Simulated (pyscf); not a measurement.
PySCF, gas phase, ωB97X-D3(BJ)/def2-SVP geometries. Correlated levels are frozen-core, on RHF or UHF. ΔMP2 is the change of the MP2 total energy from the triple- to the quadruple-zeta basis. Singlets are restricted, triplets unrestricted.

Singlet (Å):
```xyz
6

Ge     2.1115     0.4786     0.2437
Ge    -0.1605     0.0019    -0.5908
H      1.4945     1.5446     1.2490
H     -0.2017    -1.0631    -1.7030
H     -1.0540    -0.4955     0.5645
H     -0.8027     1.2876    -1.1519
```

Triplet (Å):
```xyz
6

Ge     1.8684     0.5806     0.2832
Ge    -0.2792    -0.0018    -0.6237
H      2.0117     1.6071     1.4318
H     -0.0472    -1.0840    -1.6855
H     -1.1985    -0.5506     0.4812
H     -0.9459     1.2225    -1.2744
```

For these two minima of `[GeH][GeH3]`, which spin state lies lower at CCSD(T)/def2-TZVPP + ΔMP2(QZVPP), and by how much (electronic energies)?

The singlet, by 19.0 kcal/mol. Zero-point energy shifts E(triplet) − E(singlet) by +0.4 kcal/mol. Other isomers of :HGe–GeH₃ [singlet] were not searched in full and may lie lower. 

E(triplet) − E(singlet) by level (kcal/mol):

| level | gap |
|---|---|
| ωB97X-D3(BJ)/def2-TZVP | +20.6 |
| PBE/def2-TZVP | +18.3 |
| r²SCAN/def2-TZVP | +13.0 |
| B3LYP-D3(BJ)/def2-TZVP | +20.7 |
| PBE0-D3(BJ)/def2-TZVP | +15.9 |
| M06-2X/def2-TZVP | +13.6 |
| ωB97M-D3(BJ)/def2-TZVP | +20.3 |
| HF/def2-TZVP | +3.1 |
| MP2/def2-QZVPP | +16.6 |
| CCSD/def2-TZVPP | +16.1 |
| CCSD(T)/def2-TZVPP | +16.8 |
| CCSD(T)/def2-TZVPP + ΔMP2(QZVPP) | +19.0 |

The triplet is the lowest one reached from the SCF start used. The CCSD(T) − MP2 part came from Ansatz, without density fitting, on the same reference. The frozen core leaves the outer d or s,p core shells of the metals and heavy elements correlated in the MP2 and CC values, and def2-TZVPP describes them poorly, which can shift differences by a few kcal/mol. Elements up to Kr have no core potential and no relativistic terms here.
